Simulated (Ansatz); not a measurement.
Consider the cleavage of the Si–B bond: `FB([SiH3])Br` + `BN[SiH2]Cl` → `BN([SiH3])[SiH2]Cl` + `FBBr`.

Computed with Ansatz on PBE0-D4/def2-TZVP structures; ΔE is electronic, products minus reactants. CCSD(T)/CBS adds triple-zeta CCSD(T) − MP2 to the extrapolated MP2 energy (def2 sets, frozen cores). Functionals use def2-TZVPP. For Br outer-core shells are correlated without core-valence functions, which leaves a few kJ/mol of doubt a bond. Scalar relativity is left out up to krypton. Each species was taken in one conformer, which may not be the lowest.

```
             level  ΔE (kJ/mol)
        r2SCANh-D4        -53.2
          BHLYP-D4        -65.0
      MP2/def2-SVP        -62.7
CCSD(T)/def2-TZVPP        -60.3
```

(1) What does CCSD(T)/CBS give? (An estimate is asked.)

(2) What do rigid-rotor, harmonic-oscillator terms from PBE0-D4/def2-TZVP frequencies (298.15 K, 1 bar) make of the CCSD(T)/CBS value? (Estimate.)

Largest T1 diagnostic among the species: 0.012.

## Answers

(1) The calculation gave: -60.0 kJ/mol. The listed levels differ from it by 6.8, -5.0, -2.7, -0.3 kJ/mol.

(2) Ansatz gave: ΔZPE = -2.6 kJ/mol, ΔH = -63.5 kJ/mol, ΔS = -13 J/(mol·K), ΔG = -59.6 kJ/mol. Modes under 50 cm⁻¹ make the entropy rough.

From PBE to PBE0 (25 % exact exchange), in def2-TZVPP and without D4, ΔE moves by −8.0 kJ/mol. At CCSD(T), def2-SVP lies +4.9 kJ/mol from the extrapolated value and def2-TZVPP −0.2 kJ/mol. Leaving LDA and LC-ωPBE aside and taking each functional with its dispersion term where it has one, the values, not all of them listed here, spread over 24.5 kJ/mol, from BHLYP-D4 to PBE-D4. LDA lies −5.0 kJ/mol from PBE without D4.
